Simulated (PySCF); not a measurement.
## C4H9N3OSi2: full NMR table

```yaml
Formula: C4H9N3OSi2
SMILES: C[SiH2]c1ncnnc1O[SiH3]
InChI: InChI=1S/C4H9N3OSi2/c1-10-4-3(8-9)7-6-2-5-4/h2H,10H2,1,9H3
Point_group_of_the_computed_structure: Cs
Degrees_of_unsaturation: 4
Carbon_signals: 4
Proton_signals: 4
```

Mapped SMILES: `[CH3:1][SiH2:2][c:3]1[n:4][cH:5][n:6][n:7][c:8]1[O:9][SiH3:10]`. Each H is labelled by its parent atom.

[PySCF: GFN2-xTB structure; NMR shieldings at PBE0/pcSseg-1/GIAO; averaged over atoms made equivalent by symmetry, fast rotation or ring inversion; one conformer; non-relativistic Hamiltonian; isolated molecule]

Chemical shifts δ = σref − σ; ¹H and ¹³C and ²⁹Si against TMS; NH3 for ¹⁵N; ¹⁷O vs H2O, all at this level.

```tsv
carbon	δC, type	δH (multiplicity)	HMBC from (2–3 bonds)	span of the C tensor (ppm)
C1	-9.6, CH3	0.60 (t)	H(Si2)	8
C3	161.2, C	–	H(C5), H(Si2), H(C1)	197
C5	159.3, CH	9.80 (s)	–	221
C8	173.2, C	–	H(Si10), H(Si2)	224
```

Other nuclei:
```json
{"atoms": "H(Si10)", "nucleus": "¹H", "environment": "hydrogen on a silicon bonded to O", "δ (ppm)": "5.21", "σ (ppm)": "26.50"}
{"atoms": "H(Si2)", "nucleus": "¹H", "environment": "hydrogen on a silicon bonded to 2 C", "δ (ppm)": "4.83", "σ (ppm)": "26.89"}
{"atoms": "Si10", "nucleus": "²⁹Si", "environment": "silicon bonded to O, 3 H", "δ (ppm)": "-37.4", "σ (ppm)": "386.6"}
{"atoms": "Si2", "nucleus": "²⁹Si", "environment": "silicon bonded to 2 C, 2 H", "δ (ppm)": "-52.1", "σ (ppm)": "401.2"}
{"atoms": "N6", "nucleus": "¹⁵N", "environment": "pyridine-type ring nitrogen", "δ (ppm)": "420.7", "σ (ppm)": "-153.0"}
{"atoms": "N7", "nucleus": "¹⁵N", "environment": "pyridine-type ring nitrogen", "δ (ppm)": "399.2", "σ (ppm)": "-131.5"}
{"atoms": "N4", "nucleus": "¹⁵N", "environment": "pyridine-type ring nitrogen", "δ (ppm)": "368.5", "σ (ppm)": "-100.8"}
{"atoms": "O9", "nucleus": "¹⁷O", "environment": "oxygen bonded to C, Si", "δ (ppm)": "120.2", "σ (ppm)": "215.9"}
```

- Carbon types of the structure: 2 × C, 1 × CH, 1 × CH3, leaving 5 H on heteroatoms.
- δC 173.2: aromatic carbon bearing oxygen; σ withdrawal by the attached heteroatom moves it downfield of the ring CH carbons.
- δC 161.2: substituted aromatic carbon next to a ring nitrogen.
- δC 159.3: aromatic CH between two ring heteroatoms.
- δH 9.80: hydrogen on an aromatic CH between two ring heteroatoms; aromatic region.
- δH 0.60: hydrogen on a methyl carbon bonded to Si; an electropositive neighbour shields it, as in TMS itself.

Shifts are as computed. Against solution values, carbons near 30 ppm lie about +3 ppm off and those near 130 ppm about +5 ppm. Of 1211 compounds with measured shifts, 218 miss one by over three times the rms of a fit or turn the order of signals round; such compounds aren't used in these exercises. Experimental scales use liquid or dissolved standards, which lie at an offset from isolated NH3 (liquid NH3: subtract about 20 ppm) and H2O (liquid H2O: subtract about 36 ppm). Unscaled 15N shifts of sp2 nitrogen come out 20 to 40 ppm too high even then. No couplings were computed; multiplicities are counted from neighbouring protons, with m where these are inequivalent, close in shift, in a saturated or five-membered ring or joined by F or P, and br s for small geminal =CH2 splittings.
